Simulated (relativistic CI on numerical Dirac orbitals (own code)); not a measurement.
Forbidden lines of Se²⁴⁺

Calculated at this level of theory: Dirac-Coulomb-Breit CI, separate exchange-only KLI orbitals for each configuration, a model potential for QED, unscaled Slater integrals (own radial code, finite nucleus).

CI space (outside the closed core 1s2): 2s2 2p6, 2s2 2p5 3s, 2s2 2p5 3p, 2s2 2p5 3d, 2s 2p6 3s, 2s 2p6 3p, 2s 2p6 3d, 2s2 2p5 4s, 2s2 2p5 4p, 2s2 2p5 4d, 2s2 2p5 4f, 2s 2p6 4s, 2s 2p6 4p, 2s2 2p4 3s2, 2s2 2p5 5s, 2s 2p6 4d, 2s2 2p5 5p, 2s 2p6 4f, 2s2 2p5 5d, 2s2 2p5 5f, 2s2 2p5 5g, 2s2 2p4 3s 3p, 2s2 2p4 3p2, 2s2 2p4 3s 3d, 2s2 2p4 3p 3d, 2s 2p5 3s2, 2s 2p5 3s 3p, 2s2 2p4 3d2, 2s 2p6 5s, 2s 2p6 5p, 2s 2p6 5d, 2s 2p5 3p2, 2s 2p6 5f, 2s 2p6 5g, 2s 2p5 3s 3d, 2s 2p5 3p 3d. Levels of other configurations are missing.

| λ vac (nm) | Lower | Upper | Type | A (s⁻¹) | E lower (eV) | E upper (eV) |
| --- | --- | --- | --- | --- | --- | --- |
| 0.69645 | 2s2 2p6 1S_0 [1] | 2s 2p6 3d 1D_2 [37] | E2 | 7.44e+10 | 0.00 | 1780.23 |
| 0.80621 | 2s2 2p6 1S_0 [1] | 2s2 2p5 3p 3D_2 [14] | E2 | 5.01e+09 | 0.00 | 1537.86 |
| 0.82789 | 2s2 2p6 1S_0 [1] | 2s2 2p5 3p 3P_2 [10] | E2 | 4.39e+09 | 0.00 | 1497.59 |
| 0.83510 | 2s2 2p6 1S_0 [1] | 2s2 2p5 3p 3D_2 [7] | E2 | 4.37e+09 | 0.00 | 1484.66 |
| 0.86435 | 2s2 2p6 1S_0 [1] | 2s2 2p5 3s 3P°_2 [2] | M2 | 3.07e+06 | 0.00 | 1434.42 |
| 31.241 | 2s2 2p5 3s 1P°_1 [3] | 2s2 2p5 3s 3P°_0 [4] | M1 | 6.74e+05 | 1437.38 | 1477.06 |

Terms are leading LS components. Brackets give the number of a level in order of energy, since labels repeat. The list gives strong lines, with weight on those to low levels, among the lowest 157 of 838 levels, so that lines to higher ones, which can be the strongest, are missing. Levels whose partners in the same complex of configurations lie outside the list can be far off, and so can their lines. Rates are taken at the computed energies, electric ones in the length gauge.

At this charge energies of transitions that change n are usually good to better than 1 %, and those within a shell (Δn = 0) to a few per cent.

LS names give the leading component of a level, which can be under half, so a name can repeat, a term be missing and a line seem to break the LS rules.
